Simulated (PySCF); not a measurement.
FGeH5SSi. Atoms are numbered in the order given.

```xyz
9

Si     1.8441     0.0460    -0.1445
F      1.4259    -0.4030    -1.6567
S      0.2329     1.1071     0.7181
Ge    -1.3297    -0.3865     0.1536
H      2.1468    -1.2088     0.5872
H      3.0162     0.9516    -0.2094
H     -2.4521    -0.2315     1.1837
H     -1.8347    -0.0895    -1.2598
H     -0.7025    -1.7846     0.2275
```
Charge 0, spin multiplicity 1.

Geometry: ωB97X-D3(BJ)/def2-SVP. This is a generated structure with no PubChem entry under its InChIKey; it may be hypothetical. The values are those of a single conformer.

All values below come from PBE/pcSseg-1 (PySCF).

GIAO shieldings, no solvent; atoms alike by connectivity are averaged. δ = σ(ref) − σ: ²⁹Si against TMS (σ = 335.4 ppm); ¹⁹F against CFCl3 (σ = 133.6 ppm); ³³S against H2S (σ = 706.5 ppm); ⁷³Ge against GeH4 (σ = 1614.4 ppm); ¹H against TMS (σ = 31.49 ppm), references at their B3LYP-D3(BJ)/def2-TZVP geometries, non-relativistic.

Computed chemical shifts:
```
nucleus       atoms  count  δ (ppm)
-------  ----------  -----  -------
²⁹Si            Si1      1     13.7
¹⁹F              F2      1   -210.6
³³S              S3      1    -26.1
⁷³Ge            Ge4      1    182.8
¹H           H5, H6      2     6.06
¹H       H7, H8, H9      3     5.13
```
